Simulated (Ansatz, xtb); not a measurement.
**FH2Si2Te+: which of two structures lies lower**

Structure X: `F[Si]1=[Te+][SiH2]1`, a singlet. Structure Y: a singlet given by its coordinates. Both are isolated ions in the gas phase, relaxed with PBE0-D3(BJ)/def2-SVP.

X (Å):

```json
{"atom": "F", "x (Å)": "-3.5661", "y (Å)": "-3.1371", "z (Å)": "2.6555"}
{"atom": "Si", "x (Å)": "-2.0564", "y (Å)": "-2.6652", "z (Å)": "2.7401"}
{"atom": "Si", "x (Å)": "-0.4317", "y (Å)": "-1.1032", "z (Å)": "2.7975"}
{"atom": "Te", "x (Å)": "0.0333", "y (Å)": "-3.7155", "z (Å)": "2.9115"}
{"atom": "H", "x (Å)": "-0.0191", "y (Å)": "-0.4665", "z (Å)": "1.5241"}
{"atom": "H", "x (Å)": "-0.1872", "y (Å)": "-0.3853", "z (Å)": "4.0711"}
```

Y (Å):

```tsv
atom	x (Å)	y (Å)	z (Å)
F	-2.3981	-2.5462	4.3949
Si	-1.8904	-1.7011	3.1351
Si	-0.0720	-2.4549	2.0289
Te	0.3992	-0.5973	3.4422
H	-2.9728	-0.9079	2.5231
H	0.8180	-3.3104	1.1995
```

Close contacts (Å): F1–Si2 1.60, Si2–Si3 2.26, Si2–Te4 2.56, Si3–Te4 2.38, Si2–H5 1.47, Si3–H6 1.49.

Energies in hartree; the thermal terms are from PBE0-D3(BJ)/def2-SVP harmonic frequencies (ideal gas, rigid rotor, one conformer each, 298.15 K, 1 atm) and include the zero-point energy:

```
                              X           Y
E, CCSD(T)/def2-SVP  −945.491172  −945.496265
    E, MP2/def2-SVP  −945.442958  −945.447592
  E, MP2/def2-TZVPP  −946.245705  −946.249817
  zero-point energy     0.021671     0.021317
       H(298 K) − E     0.028480     0.028123
       G(298 K) − E    −0.010001    −0.010148
```

Q: Correct the CCSD(T) difference for the basis set by the MP2 change, then work out ΔE, ΔE₀, ΔH and ΔG for X → Y in kJ/mol (1 Eh = 2625.50 kJ/mol) and the equilibrium ratio [Y]/[X].

A: 1. Differences Y − X: CCSD(T) −0.005093, MP2 in the small set −0.004634, MP2 in the large set −0.004112 Eh.
2. ΔE = −0.005093 + (−0.004112 − (−0.004634)) = −0.004571 Eh = −12.00 kJ/mol.
3. ΔE₀ = ΔE + ΔZPE = −0.004571 + (−0.000354) Eh = −12.93 kJ/mol.
4. ΔH = ΔE + (−0.000357) Eh = −12.94 kJ/mol.
5. ΔG = ΔE + (−0.000147) Eh = −12.39 kJ/mol, so ΔS = (ΔH − ΔG)/T = −1.8 J/(mol K).
6. kT = 0.9442 mEh, so K = [Y]/[X] = exp(−ΔG/kT) = exp(+5.00) ≈ 150.

Structure Y is favoured at this temperature. An error of 4 kJ/mol in ΔG would change K by a factor of 5. Mirror images and further conformers aren't counted.

Other levels gave ΔE = −12.6 (PBE0-D3(BJ)/def2-SVP); −16.1 (HF/def2-SVP); −12.2 (MP2/def2-SVP); −13.4 (CCSD(T)/def2-SVP) kJ/mol. The correlated steps freeze 15 core orbitals; the filled d shell of Te is correlated, in a basis made for valence electrons. Atoms past krypton carry core potentials in the def2 sets, without spin–orbit terms. Programs: Ansatz 0.2.0.
